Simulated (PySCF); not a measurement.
This PySCF input asks for the NMR shieldings of SMILES CC1(C)COB(O)[SiH2]1, C₄H₁₁BO₂Si; the geometry comes from GFN2-xTB.

```python
import basis_set_exchange as bse
import numpy as np
from pyscf import gto, dft
from pyscf.prop import nmr

atoms = """
C    -1.570340   -1.262411   -0.315346
C    -0.545226   -0.164928   -0.058591
C    -1.265421    1.168012    0.149457
C     0.394226   -0.034141   -1.269969
O     1.643889    0.544796   -0.937240
B     2.071198    0.412194    0.350101
O     3.273890    0.908214    0.700773
Si    0.677791   -0.483412    1.412230
H    -1.084676   -2.229294   -0.426838
H    -2.264565   -1.325550    0.518888
H    -2.141769   -1.059026   -1.221885
H    -0.546582    1.978533    0.262318
H    -1.908801    1.397458   -0.701136
H    -1.882196    1.132753    1.044894
H     0.590224   -1.025548   -1.698344
H    -0.046342    0.592806   -2.053743
H     3.758827    1.323215   -0.016110
H     0.085189    0.076286    2.633470
H     0.750882   -1.940706    1.619610
"""
names = dict.fromkeys(["C", "O", "B", "Si", "H"], "pcSseg-1")
basis = {el: gto.basis.parse(bse.get_basis(n, elements=[el], fmt="nwchem")) for el, n in names.items()}
mol = gto.M(atom=atoms, basis=basis, charge=0, verbose=0)
mf = dft.RKS(mol, xc="PBE0")
mf.grids.level = 2
mf.grids.alignment = dft.numint.BLKSIZE   # the property module wants whole blocks of grid points
mf.conv_tol = 1e-9
mf.kernel()

calc = nmr.RKS(mf)   # GIAO
C = mf.mo_coeff
Co = C[:, mf.mo_occ > 0]
resp = mf.gen_response(singlet=True, hermi=2)
def vind(x):   # induced exchange potential for any number of trial vectors
    d = np.einsum("pi,xij,qj->xpq", C, 2 * x.reshape(-1, C.shape[1], Co.shape[1]), Co, optimize=True)
    return np.einsum("xpq,pi,qj->xij", resp(d - d.transpose(0, 2, 1)), C, Co, optimize=True).ravel()
mo1, _ = nmr.rhf.solve_mo1(calc, with_cphf=vind)
sigma = calc.kernel(mo1)
for i, s in enumerate(sigma):   # ppm
    w = np.linalg.eigvalsh((s + s.T) / 2)
    print("%2d %-2s iso %8.1f  s11 %8.1f  s22 %8.1f  s33 %8.1f" % (i, mol.atom_pure_symbol(i), w.mean(), *w))
```

Q: What does it print?

A: 
```
 0 C  iso    159.8  s11    141.2  s22    153.2  s33    185.1
 1 C  iso    154.2  s11    129.6  s22    160.9  s33    172.1
 2 C  iso    158.3  s11    131.0  s22    159.0  s33    184.9
 3 C  iso    102.7  s11     68.0  s22    100.9  s33    139.3
 4 O  iso    133.4  s11    -66.5  s22    208.9  s33    258.0
 5 B  iso     66.2  s11     56.6  s22     58.2  s33     83.8
 6 O  iso    199.5  s11     79.4  s22    232.1  s33    286.9
 7 Si iso    412.9  s11    350.9  s22    402.5  s33    485.3
 8 H  iso     30.4  s11     25.7  s22     28.6  s33     37.0
 9 H  iso     30.3  s11     26.3  s22     27.8  s33     36.8
10 H  iso     30.8  s11     26.7  s22     28.2  s33     37.4
11 H  iso     30.2  s11     25.7  s22     29.2  s33     35.6
12 H  iso     30.9  s11     27.3  s22     27.9  s33     37.5
13 H  iso     30.6  s11     26.0  s22     28.6  s33     37.1
14 H  iso     27.7  s11     22.8  s22     28.9  s33     31.3
15 H  iso     28.0  s11     24.0  s22     28.4  s33     31.6
16 H  iso     26.9  s11     21.4  s22     22.6  s33     36.5
17 H  iso     28.3  s11     24.7  s22     26.7  s33     33.3
18 H  iso     27.9  s11     24.4  s22     26.2  s33     33.2
```

These numbers come from an equivalent density-fitted implementation of the same equations, which agrees with the script to about 0.01 ppm for H and up to a few tenths of a ppm for heavy atoms, so last digits may differ.

Size and cost of the density-fitted run: 198 basis functions, 65 s wall time on 1 thread of an Arm Neoverse N1, shared host; peak memory 0.91 GiB.
